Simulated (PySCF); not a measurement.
## Excitation energy of C by level of theory

C [He] 2s2 2p2 (3P) → C [He] 2s1 2p3 (5S), as a difference of total energies. Computed with PySCF 2.14 in dyall-av3z (15s9p3d2f, 71 functions), with no relativity, point nucleus. Correlated levels: valence: 1s2 frozen; virtual orbitals above 40 to 60 times the deepest correlated orbital energy dropped. The calculations carry no spin-orbit coupling.

```
           method  excitation energy (cm⁻¹)
              UHF                     20726
              LDA                     32757
              PBE                     33180
             PBE0                     32337
           r2SCAN                     29067
            B97-3                     35473
             PW91                     33236
        BHandHLYP                     37997
            M06-L                     31941
    MP2 (valence)                     29948
SCS-MP2 (valence)                     34554
```

Errors of the correlated levels include the incompleteness of this basis and the frozen core.

For comparison: 33706 cm⁻¹ (measured; NIST levels, between the centres of gravity of the two terms).
